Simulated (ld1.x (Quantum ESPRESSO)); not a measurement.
**What one change does to a pseudopotential (arsenic, RRKJ)**

| Property | Result |
| --- | --- |
| Element | As |
| Generator | ld1.x (Quantum ESPRESSO) 7.5 |
| Type | norm-conserving RRKJ (Kleinman–Bylander form) |
| Functional | PBE |
| Relativity | scalar-relativistic |
| Frozen core | [Ar] |
| Valence charge | 15 |
| Reference configuration | 3d10 4s2 4p1 (charge +2) |
| Partial waves | 4s (bound): rc 1.50 bohr; 3d (bound): rc 0.85 bohr; 4p (bound): rc 1.75 bohr |
| Local potential | the p channel |
| Core correction | Bessel-smoothed model core inside 0.80 bohr |
| rho0 | 0.02 |

Change: all radii but the core radius scaled by about 0.95 (s 1.42, p 1.66, d 0.80 bohr).

Cutoffs: the cutoffs (Ry, on a coarse ladder) from which the occupation-weighted sum of valence levels, in a spherical-Bessel basis at the reference potential, stays within 10 and 1 mRy of its value at 400 Ry; they do not see the model core or the augmentation charge, which bear on the density cutoff. Errors are all-electron minus pseudo energies relative to the spin-unpolarised reference configuration.

**Question.** What does the change do?

**Answer.** Both files keep a bound ghost (s); of the 7 tests that both files solve, the error grows in 3 and shrinks in 0 by more than 15 % and 0.3 meV (median size 4.5 → 5.3 meV). That the errors move this way runs against the usual rule that smaller radii transfer better.

```csv
quantity,base,changed
"cutoff, loose",260 Ry,300 Ry
"cutoff, tight",over 300 Ry,over 300 Ry
loose cutoff by channel (10 mRy a level),"s 45 Ry, d 230 Ry, p 15 Ry","s 40 Ry, d 260 Ry, p 15 Ry"
bound ghosts,s,s
"error for 3d10 4s2 4p3, meV [ΔE -27.07 eV]",+4.5,+5.3
"error for 3d10 4s2 4p2, meV [ΔE -17.92 eV]",+2.0,+2.3
"error for 3d10 4s2 4p0, meV [ΔE 27.70 eV]",-9.1,-8.7
"error for 3d10 4s1 4p4, meV [ΔE -17.65 eV]",+4.4,+4.6
"error for 3d10 4s2 4p3.3, meV [ΔE -28.30 eV]",+5.4,+6.4
"error for 3d9 4s2 4p3, meV [ΔE 23.76 eV]",-1337,-1359
"error for 3d10 4s2 4p2.5, meV [ΔE -23.51 eV]",+3.0,+3.6
```

 A true bound ghost makes a file unfit for plane-wave use even where its test errors are small: the radial tests pick states by their node count and pass the ghost by.
